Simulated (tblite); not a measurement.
Record of a relaxation.

H9NOSi3.
Atom-mapped SMILES: `[SiH3:1][NH:2][SiH2:3][O:4][SiH3:5]` (hydrogens: H6, H7, H8 on Si1; H9 on N2; H10, H11 on Si3; H12, H13, H14 on Si5)

Computed with GFN2-xTB (tblite), gas phase: L-BFGS steps from a force-field or distance-geometry start until the largest atomic force falls under 0.01 eV/Å. 5 of its 93 geometries are shown.

Step 0: E = -459.7403 eV, largest atomic force 2.590 eV/Å
```
atom  x, y, z in Å  |  force x, y, z in eV/Å
Si1    -2.419   -0.066    0.632   -0.230  -0.130   0.517
N2     -1.556    1.101   -0.322    0.508  -0.674   0.283
Si3     0.152    0.876   -0.558   -0.152  -0.069   0.631
O4      0.993    0.143    0.737    1.053   0.498  -2.313
Si5     2.577   -0.111    0.137   -0.847  -0.005   0.261
H6     -3.809   -0.311    0.175    0.323   0.233  -0.090
H7     -1.677   -1.336    0.580   -0.120   0.199  -0.031
H8     -2.474    0.439    2.031   -0.030  -0.127  -0.286
H9     -2.022    1.924   -0.657    0.195  -0.038   0.034
H10     0.761    2.193   -0.760   -0.132  -0.049  -0.008
H11     0.354   -0.027   -1.714   -0.294   0.250   0.192
H12     2.434   -0.641   -1.237    0.224  -0.008   0.327
H13     3.364   -1.051    0.905   -0.297  -0.098   0.368
H14     3.321    1.147    0.028   -0.201   0.017   0.114
```

Step 23: E = -460.5844 eV, largest atomic force 0.239 eV/Å
```
atom  x, y, z in Å  |  force x, y, z in eV/Å
Si1    -2.413   -0.137    0.795   -0.069  -0.027  -0.036
N2     -1.455    1.016   -0.082   -0.052   0.009  -0.027
Si3     0.088    0.999   -0.854   -0.037  -0.051   0.169
O4      1.143    0.213    0.099    0.102   0.069  -0.058
Si5     2.727   -0.161    0.113   -0.173  -0.100   0.132
H6     -3.725   -0.152    0.119    0.068  -0.019   0.078
H7     -1.802   -1.457    0.757    0.088  -0.034  -0.051
H8     -2.586    0.288    2.191    0.031   0.059  -0.037
H9     -2.009    1.809   -0.369    0.099   0.015   0.023
H10     0.514    2.385   -1.008    0.020   0.081   0.012
H11     0.087    0.287   -2.124   -0.051  -0.069  -0.137
H12     3.050   -0.867   -1.123    0.015  -0.065  -0.049
H13     2.859   -1.007    1.300   -0.028   0.088  -0.073
H14     3.521    1.064    0.166   -0.013   0.045   0.055
```

Step 46: E = -460.6386 eV, largest atomic force 0.174 eV/Å
```
atom  x, y, z in Å  |  force x, y, z in eV/Å
Si1    -2.278   -0.177    0.781    0.113   0.039  -0.028
N2     -1.462    1.066   -0.110    0.043   0.073   0.007
Si3    -0.008    1.070   -1.044   -0.022   0.013  -0.092
O4      1.163    0.252   -0.286    0.001  -0.037   0.052
Si5     2.634   -0.222    0.189    0.052  -0.040  -0.113
H6     -3.629   -0.359    0.233    0.009   0.030   0.010
H7     -1.491   -1.393    0.632    0.007  -0.043   0.019
H8     -2.352    0.268    2.179   -0.050  -0.049   0.017
H9     -1.904    1.971   -0.050    0.006  -0.084  -0.023
H10     0.404    2.469   -1.151    0.000  -0.022  -0.040
H11    -0.174    0.373   -2.323   -0.033   0.057   0.066
H12     3.205   -1.060   -0.880   -0.103   0.062   0.126
H13     2.428   -0.950    1.439   -0.013  -0.001  -0.029
H14     3.463    0.970    0.368   -0.009   0.003   0.028
```

Step 69: E = -460.6837 eV, largest atomic force 0.125 eV/Å
```
atom  x, y, z in Å  |  force x, y, z in eV/Å
Si1    -1.999   -0.217    0.803    0.051  -0.036   0.014
N2     -1.272    1.145    0.020   -0.017  -0.007  -0.039
Si3    -0.058    1.153   -1.209    0.018  -0.025   0.005
O4      1.216    0.282   -0.723    0.096   0.014   0.037
Si5     2.408   -0.239    0.247   -0.117   0.034  -0.027
H6     -3.333   -0.466    0.237   -0.009   0.000   0.023
H7     -1.130   -1.366    0.570   -0.024   0.013   0.035
H8     -2.109    0.111    2.231   -0.016  -0.005  -0.026
H9     -1.774    2.011    0.125    0.016  -0.007   0.024
H10     0.336    2.547   -1.386    0.035   0.004   0.003
H11    -0.488    0.477   -2.433    0.033   0.007   0.014
H12     3.129   -1.214   -0.570   -0.017   0.022   0.005
H13     1.814   -0.840    1.441   -0.016  -0.009  -0.019
H14     3.257    0.894    0.625   -0.035  -0.005  -0.050
```

Step 92: E = -460.6927 eV, largest atomic force 0.009 eV/Å
```
atom  x, y, z in Å  |  force x, y, z in eV/Å
Si1    -1.938   -0.239    0.812   -0.001  -0.001   0.000
N2     -1.240    1.124    0.003    0.001  -0.002   0.000
Si3    -0.052    1.173   -1.251   -0.002   0.000   0.002
O4      1.246    0.311   -0.816   -0.002   0.000   0.000
Si5     2.332   -0.235    0.252    0.001  -0.002   0.000
H6     -3.277   -0.514    0.271   -0.001   0.001  -0.001
H7     -1.065   -1.388    0.604    0.005  -0.001   0.004
H8     -2.050    0.116    2.232    0.004   0.002  -0.002
H9     -1.698    2.000    0.189   -0.008  -0.001  -0.003
H10     0.338    2.572   -1.403    0.004   0.000   0.003
H11    -0.491    0.514   -2.477   -0.001   0.005   0.000
H12     3.076   -1.239   -0.506    0.002  -0.004   0.002
H13     1.640   -0.805    1.407   -0.002   0.000  -0.001
H14     3.179    0.887    0.659    0.000   0.003  -0.003
```

Task: Summarise the path.

Result: The energy falls by 0.9525 eV from step 0 to step 92; nine tenths of that is first reached at step 28. It falls at every step. The largest force goes from 2.590 to 0.009 eV/Å. Among the bonds O4–Si5 changes most, from 1.713 to 1.618 Å; the atoms move by 0.961 Å rms after alignment.

The cost below is that of the whole relaxation. Hardware: an Arm Neoverse V1 with one thread, shared host. Cost: 0.59 s of wall time.
